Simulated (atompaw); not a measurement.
# u(r) = r·R(r): atom against pseudo-atom (Cu (Z = 29))

Columns: radius, all-electron u(r) and pseudo u(r) of the 3d shell (level -5.04 eV) of copper in the configuration [Ar] 3d10 4s1 4p0; PBE, scalar-relativistic, PAW (atompaw) scheme, atompaw 4.2.0.5.

| r (bohr) | all-electron | pseudo |
| --- | --- | --- |
| 0.115 | 0.1390 | 0.0077 |
| 0.231 | 0.4771 | 0.0577 |
| 0.346 | 0.7582 | 0.1710 |
| 0.462 | 0.9172 | 0.3402 |
| 0.577 | 0.9705 | 0.5264 |
| 0.692 | 0.9572 | 0.6853 |
| 0.808 | 0.9080 | 0.7819 |
| 0.923 | 0.8438 | 0.8042 |
| 1.038 | 0.7752 | 0.7696 |
| 1.154 | 0.7074 | 0.7075 |
| 1.269 | 0.6441 | 0.6441 |
| 1.385 | 0.5855 | 0.5855 |
| 1.500 | 0.5328 | 0.5328 |
| 1.615 | 0.4851 | 0.4851 |
| 1.731 | 0.4418 | 0.4418 |
| 1.846 | 0.4032 | 0.4032 |
| 1.962 | 0.3682 | 0.3682 |
| 2.077 | 0.3368 | 0.3368 |
| 2.192 | 0.3086 | 0.3086 |
| 2.308 | 0.2828 | 0.2828 |
| 2.423 | 0.2596 | 0.2596 |
| 2.538 | 0.2386 | 0.2386 |
| 2.654 | 0.2193 | 0.2193 |
| 2.769 | 0.2019 | 0.2019 |
| 2.885 | 0.1859 | 0.1859 |
| 3.000 | 0.1714 | 0.1714 |

Q: How many radial nodes do the two functions have?

A: The all-electron 3d function has n − l − 1 = 0; the pseudo-wave has 0.

Q: At about which radius was the pseudo-wave matched?

A: 1.25 bohr, where the columns begin to agree (steps of 0.12 bohr).

Q: Is the pseudo-wave norm-conserving?

A: No, it belongs to a PAW set: the norm inside the radius is not constrained, and the difference is carried by the augmentation charge.
